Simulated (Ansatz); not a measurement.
Two structures of Si4H12O4, singlet, reached by relaxing down either side of one saddle point (PBE0-D4/def2-TZVP). Energies are electronic, without zero-point energy. Computed with Ansatz 0.2.0 (basis: def2-TZVPP and def2-QZVPP); correlated methods freeze the cores. Extrapolation: Hartree–Fock as exp(−7.88 √X), correlation as X^−2.97. First:

Si1  (-0.802, -0.331, 0.232)
O2  (-0.385, -0.279, -1.352)
Si3  (0.444, -1.264, -2.380)
O4  (-0.003, 0.802, 1.059)
Si5  (0.305, 2.397, 1.289)
O6  (-0.366, -1.786, 0.807)
Si7  (0.607, -2.475, 1.935)
H8  (-2.256, -0.162, 0.343)
H9  (-1.059, 1.642, -1.783)
O10  (-1.446, 2.386, -1.308)
H11  (-0.336, -2.495, -2.660)
H12  (0.647, -0.503, -3.637)
H13  (1.760, -1.633, -1.801)
H14  (1.165, 2.483, 2.498)
H15  (1.058, 2.960, 0.140)
H16  (-0.940, 3.165, 1.523)
H17  (0.379, -3.940, 1.889)
H18  (0.279, -1.959, 3.288)
H19  (2.032, -2.185, 1.630)
H20  (-1.082, 3.175, -1.714)
(Å)

Second:

```json
{"atom": "Si1", "x (Å)": "-1.6082", "y (Å)": "0.4581", "z (Å)": "0.8855"}
{"atom": "O2", "x (Å)": "0.1869", "y (Å)": "0.5498", "z (Å)": "-2.0177"}
{"atom": "Si3", "x (Å)": "1.0649", "y (Å)": "-0.8054", "z (Å)": "-2.3113"}
{"atom": "O4", "x (Å)": "-0.4721", "y (Å)": "1.5805", "z (Å)": "1.1165"}
{"atom": "Si5", "x (Å)": "1.0011", "y (Å)": "2.1938", "z (Å)": "0.7113"}
{"atom": "O6", "x (Å)": "-1.0002", "y (Å)": "-1.0327", "z (Å)": "0.9589"}
{"atom": "Si7", "x (Å)": "0.0047", "y (Å)": "-2.1149", "z (Å)": "1.6704"}
{"atom": "H8", "x (Å)": "-2.6638", "y (Å)": "0.6684", "z (Å)": "1.8919"}
{"atom": "H9", "x (Å)": "-0.7366", "y (Å)": "0.4563", "z (Å)": "-1.7397"}
{"atom": "O10", "x (Å)": "-2.2446", "y (Å)": "0.5523", "z (Å)": "-0.6342"}
{"atom": "H11", "x (Å)": "0.3699", "y (Å)": "-1.7236", "z (Å)": "-3.2551"}
{"atom": "H12", "x (Å)": "2.3489", "y (Å)": "-0.3565", "z (Å)": "-2.9008"}
{"atom": "H13", "x (Å)": "1.3519", "y (Å)": "-1.5686", "z (Å)": "-1.0639"}
{"atom": "H14", "x (Å)": "1.9585", "y (Å)": "1.1019", "z (Å)": "0.4111"}
{"atom": "H15", "x (Å)": "0.8700", "y (Å)": "3.1116", "z (Å)": "-0.4435"}
{"atom": "H16", "x (Å)": "1.4848", "y (Å)": "2.9531", "z (Å)": "1.8923"}
{"atom": "H17", "x (Å)": "0.0795", "y (Å)": "-3.3176", "z (Å)": "0.8094"}
{"atom": "H18", "x (Å)": "-0.5415", "y (Å)": "-2.4857", "z (Å)": "3.0015"}
{"atom": "H19", "x (Å)": "1.3550", "y (Å)": "-1.5239", "z (Å)": "1.8434"}
{"atom": "H20", "x (Å)": "-2.8093", "y (Å)": "1.3034", "z (Å)": "-0.8260"}
```

Q: Which bonds change from the first to the second?

A: Si₄H₁₀O₃ ([SiH3][O][SiH]([O][SiH3])[O][SiH3]) + H₂O → Si₃H₈O₃ ([OH][SiH]([O][SiH3])[O][SiH3]) + SiH₄O ([OH][SiH3]); bonds formed: Si1–O10, O2–H9; bonds broken: Si1–O2, H9–O10.

Q: Give the saddle point's structure and its height above each. (An estimate is asked for; the value comes from the calculation.)

A: The calculation gives: 1.480 eV above the first and 1.331 eV above the second (CCSD(T) at an estimated basis limit (MP2 extrapolated from triple and quadruple zeta, plus CCSD(T) − MP2 in triple zeta)).
```xyz
20
angstrom
Si -0.9023 0.2345 0.4314
O 0.0035 0.3957 -1.2304
Si 1.0837 -0.6521 -1.9221
O -0.1473 1.5596 1.0252
Si 1.0590 2.5565 0.5245
O -0.2052 -1.2435 0.6244
Si -0.3034 -2.5147 1.6588
H -1.9934 0.1243 1.4421
H -1.2035 0.6566 -1.5234
O -2.1436 0.5458 -0.8878
H 0.4549 -1.9655 -2.2139
H 1.5187 -0.0355 -3.2024
H 2.2574 -0.8339 -1.0368
H 2.2809 1.8002 0.1487
H 0.6162 3.3768 -0.6336
H 1.3768 3.4580 1.6595
H -0.5248 -3.7497 0.8653
H -1.4216 -2.3351 2.6202
H 0.9760 -2.6298 2.4025
H -2.7820 1.2515 -0.7524
```

No T1 diagnostic of these runs exceeds 0.013.

Labels in which every atom is bracketed show which atoms are joined, not bond orders.

For scale, one of the runs: CCSD(T)/def2-TZVPP, 460 basis functions, launched by `ansatz run in.yaml --threads 4 --pin off --events-out ev --progress --plain --max-ram 63488MiB --backend cuda --devices 0, --max-vram 37GiB`. Hardware: 4 CPU threads of an AMD EPYC 7R13 and a share of one NVIDIA H100, shared host. Wall time 46 s; peak host memory 1.3 GiB.
